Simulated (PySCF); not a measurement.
**Electron correlation in Co (cobalt, neutral)**

[Ar] 3d9, 2D determinant (an excited configuration). Computed with PySCF 2.14 in aug-cc-pVTZ-DK, with the spin-free X2C one-electron Hamiltonian (Gaussian nucleus). Frozen: [Ar]; 9 electrons correlated.

| level | correlation energy (mhartree) |
| --- | --- |
| CCSD | -379.71 |
| (T) | -30.92 |
| CCSD(T) | -410.63 |

Diagnostics: T1 = 0.048, D1 = 0.1316, largest double amplitude 0.031.

Problem. Is a single reference adequate?

Solution. Largely. T1 is above 0.03 while the doubles stay small, so the singles mainly relax the orbitals.
